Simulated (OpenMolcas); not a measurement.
## Tc3+ in a point-charge field

Tc3+ among 4 point charges of -2.5 e arranged as a tetrahedron (Td), 1.94 Å from the ion.
```
   1.1201    1.1201    1.1201  -2.50
   1.1201   -1.1201   -1.1201  -2.50
  -1.1201    1.1201   -1.1201  -2.50
  -1.1201   -1.1201    1.1201  -2.50
```

```
Program             : OpenMolcas 26.06
Method              : SS-CASPT2, IPEA 0.25 Eh, imaginary shift 0.1 Eh (closed shells correlated: 4s 4p)
Basis               : ANO-RCC-VDZP [6s5p3d1f]
Scalar Hamiltonian  : DKH2, point nucleus
Active space        : 4 electrons in 5 orbitals (4d)
State averaging     : 2S+1 = 5 even, 5 roots; 2S+1 = 3 even, 45 roots; 2S+1 = 1 even, 50 roots
Spin-orbit coupling : state interaction with AMFI integrals over the reference wave functions
```

The lowest spin-free states (labels of Td), above the lowest:

```
State  Degeneracy  E (cm-1)  Free-ion L (%)
  5T2           3         0         D (100)
   5E           2      4480         D (100)
  3T1           3     13580          H (62)
  3T2           3     14880          H (76)
  3T1           3     16250          H (66)
   3E           2     16930          H (62)
  3T2           3     17220          G (72)
  3T1           3     17330          P (61)
  1A1           1     18410          I (47)
  3T2           3     19210          F (74)
  3A2           1     19680         F (100)
  3T1           3     19840          H (37)
  1T1           3     20730          I (68)
   3E           2     20760          G (61)
  3A1           1     22430         G (100)
  1T2           3     22710          I (95)
  3T2           3     23030          D (92)
   1E           2     23320          G (64)
  1A1           1     23520          I (48)
  3T1           3     23590          G (45)
```

The lowest levels with spin-orbit coupling:

```tsv
E (cm-1)	Degeneracy	Label	2S+1
0	1	A1	5
200	3	T1	5
400	3	T2	5
880	2	E	5
1000	3	T1	5
1400	3	T2	5
5330	1	A2	5
5370	3	T2	5
5410	2	E	5
5440	3	T1	5
5470	1	A1	5
12890	1	A1	3
14100	3	T1	3
14270	2	E	3
14570	3	T2	3
15340	3	T1	3
15520	1	A2	3
15620	3	T2	3
15860	2	E	3
16530	3	T1	3
```

Powder χT (cm3 K/mol): 0.0187 at 2 K, 0.0937 at 10 K, 0.468 at 50 K, 0.878 at 100 K, 1.33 at 200 K, 1.57 at 300 K. The effective moment at 300 K is 2.828 √(χT) = 3.54 μB.

The lowest level has 2S+1 = 5, for which the spin-only value is χT = S(S+1) / 2 = 3.000 cm3 K/mol (g = 2). The computed 1.568 at 300 K differs by -1.432, through orbital momentum, spin-orbit coupling and any other state in reach. With a threefold ground state the orbital momentum is unquenched, so the spin-only value is not expected to hold.

Roots that are degenerate in the reference are averaged as groups; the widest CASPT2 spread within a group is 510 cm-1 (the 3-fold group of multiplicity 3 near 38600 cm-1 above the lowest state of its run). Shifts and gaps below about the spread of the groups concerned are not significant. An orbital triplet at a regular site is open to Jahn-Teller coupling, which can distort the site and quench the lowest spin-orbit gaps and is left out. Point charges give a weaker field than real ligands, and real ions of this kind are as a rule low spin; the high spin found here belongs to the model. The ground term spreads over less than 5000 cm-1, several times less than with real ligands, so orbital moments are less quenched and χT lies further from the spin-only value than at real sites. Free-ion shares, where given, are those of the reference states; single-state CASPT2 does not remix them. This is an electrostatic model: the charges have no orbitals. No measured value stands beside these numbers.
